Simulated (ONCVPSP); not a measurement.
# technetium: one change to an ONCV potential, before and after

technetium (Tc), optimised norm-conserving Vanderbilt (ONCV), made with ONCVPSP 4.0.1 (PBE, scalar-relativistic). Core [Ar] 3d10, reference 4s2 4p6 4d5 5s2. Waves: 4s+5s: rc 1.70 bohr, ncon 4, nbas 8, qcut 8.3 1/bohr, 2 projectors; 4p: rc 1.35 bohr, ncon 3, nbas 6, qcut 5.3 1/bohr, 2 projectors, debl 3.2 Ha; 4d: rc 1.60 bohr, ncon 5, nbas 8, qcut 6.3 1/bohr, 2 projectors, debl 2.2 Ha. Local part: polynomial inside 1.00 bohr (lpopt 5, dvloc0 0 Ha). Core correction: polynomial model core, fcfact 0.25.

Change: d: qcut 8.3.

Cutoffs: the cutoffs (Ha) at which the residual kinetic energy of the hardest occupied pseudo-wave falls to 1 and 0.1 mHa per electron; they do not see the model core or the augmentation charge, which bear on the density cutoff. Errors are all-electron minus pseudo energies relative to the spin-unpolarised reference configuration.

Task: How do hardness, ghosts and transferability respond?

Result: The potential gets neither clearly harder nor softer (22 Ha and 69 Ha → 23 Ha and 65 Ha); the errors of the 4 common tests hardly move; neither file shows a bound ghost.

```csv
quantity,base,changed
"cutoff, loose",22 Ha,23 Ha
"cutoff, tight",69 Ha,65 Ha
loose cutoff by channel,"s 22 Ha, p 19 Ha, d 22 Ha","s 22 Ha, p 19 Ha, d 23 Ha"
bound ghosts,none,none
GHOST(+) flags under 300 eV,s at 129.0 eV,s at 129.0 eV
"error for 4s2 4p6 4d5 5s1, meV [ΔE 8.15 eV]",-1.8,-1.7
"error for 4s2 4p6 4d5 5s0, meV [ΔE 23.01 eV]",-6.5,-6.4
"error for 4s2 4p6 4d4 5s0, meV [ΔE 51.71 eV]",-5.0,-5.2
"error for 4s2 4p5 4d5 5s2, meV [ΔE 51.50 eV]",-47,-43
s: phases at 1.73 bohr within 0.05 rad from the reference energy up to (Ha; the scan ends near 5),4.4,4.4
p: phases at 1.37 bohr within 0.05 rad from the reference energy up to (Ha; the scan ends near 5),to the end of the scan,to the end of the scan
d: phases at 1.62 bohr within 0.05 rad from the reference energy up to (Ha; the scan ends near 5),to the end of the scan,to the end of the scan
"rms error of d²Exc/dni dnj with the model core, mHa",0.93,0.90
```
